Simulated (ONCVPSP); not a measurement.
mercury, ONCV: configuration errors across variants

ONCVPSP 4.0.1 input, shortened (lines: element, Z, core and valence counts, functional; n l f; lmax; l rc ep ncon nbas qcut; lloc lpopt rc5 dvloc0; l nproj debl; icmod fcfact rcfact), PBE, non-relativistic:

```
  Hg 80.00   11    3        4      upf
    1    0    2.00
    2    0    2.00
    2    1    6.00
    3    0    2.00
    3    1    6.00
    3    2   10.00
    4    0    2.00
    4    1    6.00
    4    2   10.00
    4    3   14.00
    5    0    2.00
    5    1    6.00
    5    2   10.00
    6    0    1.50
    2
    0    2.50    0.00    3    7    2.60
    1    1.35    0.00    4    7    8.70
    2    1.70    0.00    5   10    8.00
    4    1    1.00    6.00
    0    2    1.90
    1    1    0.50
    2    1    3.70
    3    2.25    1.45
```

All-electron excitation energies from the reference (eV): (1) 5p6 5d10 6s2 -3.471; (2) 5p6 5d10 6s1 5.202; (3) 5p6 5d10 6s0 21.204; (4) 5p5 5d10 6s2 64.638.

4 further variants failed, have other tests or another functional or relativity, and are left out.

A true bound ghost makes a file unfit for plane-wave use even where its test errors are small: the radial tests pick states by their node count and pass the ghost by.

Errors AE − PS in meV (a dash: test not solved or not reliable):

| change | (1) | (2) | (3) | (4) | bound ghosts | GHOST(+) flags above zero |
| --- | --- | --- | --- | --- | --- | --- |
| base | -1.1 | -0.7 | -15 | -69 | s | s |
| p: qcut 4.9 | -1.1 | -0.7 | -15 | -91 | s | s |
| s: ncon 4, nbas 8 | -0.7 | -1.1 | -14 | -88 | s | s |
| core correction Teter function, fcfact 2.25, rcfact 1.66 | -1.2 | -0.9 | -17 | -73 | s | s |
| core correction Teter function, fcfact 3.7, rcfact 1.45 | -1.1 | -0.8 | -15 | -72 | s | s |
| s: rc 1.66 | +0.3 | -0.7 | -3.6 | -67 | s | s |
| local potential polynomial inside 1.00 bohr (lpopt 1, dvloc0 2 Ha) | -1.1 | -0.7 | -15 | -68 | s | s |

Task: Give the same row for: s: rc 1.84.

Result: -0.2, -1.5, -12, -82; bound ghosts: s; GHOST(+) flags above zero: s.
